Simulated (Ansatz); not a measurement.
`[F][Ge]([F])([F])[SeH]` and `[OH][Ge]([F])([F])[F]` differ in one element.

Ansatz, PBE0-D4/def2-TZVP geometries, multiplicity 1. Each molecule was computed in one conformer, which needn't be the lowest.

Scalar relativity is left out up to krypton.

```tsv
property	`[F][Ge]([F])([F])[SeH]`
HOMO energy (B3LYP/def2-TZVPP) / eV	-8.12
LUMO energy (B3LYP/def2-TZVPP) / eV	-2.02
HOMO–LUMO gap (PBE/def2-TZVPP) / eV	4.46
HOMO–LUMO gap (B3LYP/def2-TZVPP) / eV	6.10
LUMO energy (ωB97M-V/def2-TZVPP) / eV	0.37
LUMO energy (PBE0/def2-TZVPP) / eV	-1.68
```

(1) What does the change do to each property? (Best estimate.)

Answers

(1) The calculation gave: 
```tsv
property	`[OH][Ge]([F])([F])[F]`	shift
HOMO energy (B3LYP/def2-TZVPP) / eV	-10.40	-2.28
LUMO energy (B3LYP/def2-TZVPP) / eV	-1.68	0.34
HOMO–LUMO gap (PBE/def2-TZVPP) / eV	6.45	1.99
HOMO–LUMO gap (B3LYP/def2-TZVPP) / eV	8.72	2.62
LUMO energy (ωB97M-V/def2-TZVPP) / eV	0.73	0.36
LUMO energy (PBE0/def2-TZVPP) / eV	-1.25	0.43
```

With PBE0 the HOMO falls by 2.33 eV and the LUMO rises by 0.43 eV, so the gap widens by about 2.76 eV. PBE moves the HOMO by -1.68 eV and ωB97M-V by -2.64 eV.

B3LYP here is the variant with VWN-RPA as its local correlation; programs differ in this.

Spin–orbit coupling is left out; it splits and shifts lone-pair levels of the heavy atoms by tenths of an eV.
